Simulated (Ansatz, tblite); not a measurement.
Forces on Sn₃H₈ at its PBE0-D4/def2-SVP geometry. Charge 0, multiplicity 1.

In the def2 sets Sn takes a core potential; there is no spin–orbit coupling. The xTB rows come from tblite.

GFN1-xTB (tblite), largest force 0.54 eV/Å:

```xyz
11
positions Å, forces eV/Å
Sn    0.638    2.211   -0.429   -0.101   -0.033   -0.029
H     1.848    1.998   -1.625   -0.282    0.218    0.398
H    -0.217    3.659   -0.768    0.402   -0.301    0.108
H     1.409    2.378    1.093   -0.139    0.090   -0.512
Sn   -1.071    0.017   -0.386    0.163    0.001    0.063
H    -1.594   -0.336   -1.983   -0.073    0.091    0.322
H    -2.465    0.403    0.539    0.141   -0.092   -0.303
Sn    0.159   -2.225    0.710   -0.094    0.034   -0.041
H    -0.904   -3.572    0.731    0.434    0.266    0.076
H     1.550   -2.641   -0.201   -0.378   -0.009    0.379
H     0.647   -1.890    2.318   -0.074   -0.265   -0.460
```

GFN2-xTB (tblite), largest force 0.47 eV/Å:

```
Sn -0.260 -0.144 -0.057
H -0.173 0.158 0.277
H 0.288 -0.236 0.083
H -0.068 0.078 -0.337
Sn 0.442 -0.007 0.163
H -0.107 0.072 0.232
H 0.059 -0.071 -0.253
Sn -0.230 0.151 -0.127
H 0.314 0.212 0.051
H -0.235 -0.020 0.267
H -0.030 -0.194 -0.298
```

revPBE-D4/def2-TZVP (Ansatz), largest force 0.14 eV/Å:

```
Sn -0.017 -0.007 -0.006
H 0.095 -0.005 -0.083
H -0.047 0.112 -0.025
H 0.064 0.027 0.110
Sn 0.015 -0.001 0.005
H -0.057 -0.024 -0.123
H -0.121 0.028 0.061
Sn -0.018 0.007 -0.008
H -0.064 -0.105 0.007
H 0.107 -0.042 -0.061
H 0.043 0.010 0.123
```
